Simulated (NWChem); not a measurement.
**Correlation energy of hydrogen iodide (HI)**

```
I
H 1 1.6328
```
Charge 0, spin multiplicity 1.

Program: NWChem. Structure: optimised with PBE/def2-SVP with def2 effective core potentials on I, a minimum by its harmonic frequencies.

Basis set: def2-SVP. Each correlation energy counts from its own Hartree-Fock reference.

```
method        correlation energy (mHa)  difference from CCSD(T)
------------  ------------------------  -----------------------
CR-CCSD[T]                      -144.2                     +0.3
MP2                             -128.6                    +15.8
CCSD                            -142.0                     +2.5
CCSD(T)                         -144.4                      0.0
SCS-MP2                         -124.0                    +20.4
CCSD+T(CCSD)                    -144.5                     -0.1
CR-CCSD(T)                      -144.1                     +0.3
CCSDT                           -144.7                     -0.2
```

The values span 20.6 mHa, from CCSDT (lowest) to SCS-MP2 (highest). 

Effective core potentials replace the inner electrons of I; spin-orbit coupling is left out. The correlated methods keep 4 core orbitals frozen. Coupled-cluster values serve here as a point of comparison, not as the truth.
